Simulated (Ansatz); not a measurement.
(H2In-mu-AsH2)2 (In₂As₂H₈), relaxed as a singlet with RKS PBE0-D4/def2-SVP in Ansatz, starting from the GFN1-xTB geometry. Force threshold 0.02 eV/Å.

In the def2 sets In takes a core potential; there is no spin–orbit coupling.

Start:

```xyz
12

In    1.179   -0.697   -1.518
H     2.163    0.446   -2.358
H     1.641   -2.360   -1.481
As   -1.364   -0.111   -1.158
In   -1.178    0.690    1.522
H    -2.165   -0.452    2.360
H    -1.646    2.352    1.482
As    1.365    0.107    1.160
H    -2.128   -1.257   -1.711
H    -1.746    0.739   -2.313
H     2.121    1.267    1.691
H     1.757   -0.724    2.324
```

Question: Estimate the energy that the relaxation releases and the steps that it takes.

Answer: 6.5 kcal/mol, in 6 steps; 35 s on 2 threads of AMD EPYC 7R13 on a shared host. No frequencies were taken in this run, so the end may be a saddle point.

Question: Does the start keep its bonding and symmetry?

Answer: By distances, no bond broke or formed. The bond that changes most is In5–As8, from 2.63 to 2.73 Å (atoms count from 1). Point group C2h at the start, D2h at the end, both within 0.05 Å; within 0.015 Å the end is C2v.

Question: Predict the relaxed structure.

Answer: 
Cartesian coordinates in Å:
```
In 1.393 -0.697 -1.395
H 2.154 0.524 -2.341
H 1.604 -2.407 -1.422
As -1.273 -0.137 -1.204
In -1.394 0.692 1.396
H -2.152 -0.534 2.340
H -1.610 2.400 1.428
As 1.274 0.140 1.203
H -2.192 -1.284 -1.552
H -1.785 0.862 -2.213
H 2.187 1.293 1.542
H 1.794 -0.851 2.217
```
Bond lengths (bridged metal pairs left out): 4 × As–In 2.73 Å; 4 × H–In 1.72 Å; 4 × As–H 1.51 Å.
